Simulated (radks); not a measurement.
Zn0.5+, configuration [Ar] 3d8.5 4s2 4p1 (fractional occupations, a model configuration). Method: scalar-relativistic Kohn-Sham, r2SCAN, spin-unpolarised, spherical densities, finite nucleus; meta-GGA in the generalised Kohn-Sham scheme; Fermi nuclear charge, rms radius 3.9283 fm; computed with a radial shooting solver on a logarithmic mesh with Libxc functionals.

Unscreened Slater integrals over Kohn-Sham orbitals (hartree).

integral      value
F0(4p,4p)   0.31201
F2(4p,4p)   0.16131
F0(4p,4s)   0.34619
G1(4p,4s)   0.22211
F0(4p,3d)   0.40901
F2(4p,3d)  0.076476
G1(4p,3d)  0.029178
G3(4p,3d)  0.024430
F0(4p,3p)   0.41297
F2(4p,3p)  0.063729
G0(4p,3p)  0.014588
G2(4p,3p)  0.016552
F0(4s,4s)   0.39623
F0(4s,3d)   0.50633
G2(4s,3d)  0.049805
F0(4s,3p)   0.51347
G1(4s,3p)  0.028644
F0(3d,3d)    1.1360
F2(3d,3d)   0.52721
F4(3d,3d)   0.32839
F0(3d,3p)    1.2024
F2(3d,3p)   0.56953
G1(3d,3p)   0.70079
G3(3d,3p)   0.42726
F0(3p,3p)    1.2860
F2(3p,3p)   0.64380

Derived for the open shells (J is the average intra-shell exchange parameter used in DFT+U). 3d: Racah B = F2/49 - 5 F4/441 = 0.007036 hartree, C = 35 F4/441 = 0.02606 hartree, C/B = 3.70, F4/F2 = 0.623, J = (F2 + F4)/14 = 0.06111 hartree. 4p: J = F2/5 = 0.03226 hartree.
